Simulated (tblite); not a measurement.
Species: hexafluorophosphate, PF6 (charge -1).
Numbering: `[F:1][P-:2]([F:3])([F:4])([F:5])([F:6])[F:7]`

A start from a force field or distance geometry was refined with GFN2-xTB geometry optimisation, gas phase in tblite. Values at the start:

```tsv
coordinate	start
F1–P2	1.678 Å
P2–F5	1.683 Å
F1–P2–F3	88.4°
F1–P2–F7	178.1°
```

Problem. How do these coordinates change at the GFN2-xTB level?

Solution. 
```json
{"coordinate": "P2–F5", "GFN2-xTB (Å or °)": "1.629", "change": "-0.054"}
{"coordinate": "F1–P2", "GFN2-xTB (Å or °)": "1.629", "change": "-0.049"}
{"coordinate": "F1–P2–F7", "GFN2-xTB (Å or °)": "180.0", "change": "+1.9"}
{"coordinate": "F1–P2–F3", "GFN2-xTB (Å or °)": "90.0", "change": "+1.6"}
```

The energy falls by 3.9 kcal/mol over 11 L-BFGS steps, the largest force on an atom goes from 1.27 to 0.006 eV/Å, and the atoms move by 0.047 Å rms after alignment. The bond that changes most is P2–F5 (ends: phosphorus bonded to 6 F; phosphorus-bound fluorine), which shortens by 0.054 Å. Bonds longer at the end by more than 0.005 Å: 0 of 6; shorter: 6.

Run on one thread of an x86-64 server, no GPU, on a shared host.

Its GFN2-xTB frequencies are all real (lowest 240 cm⁻¹).

These are computed values.
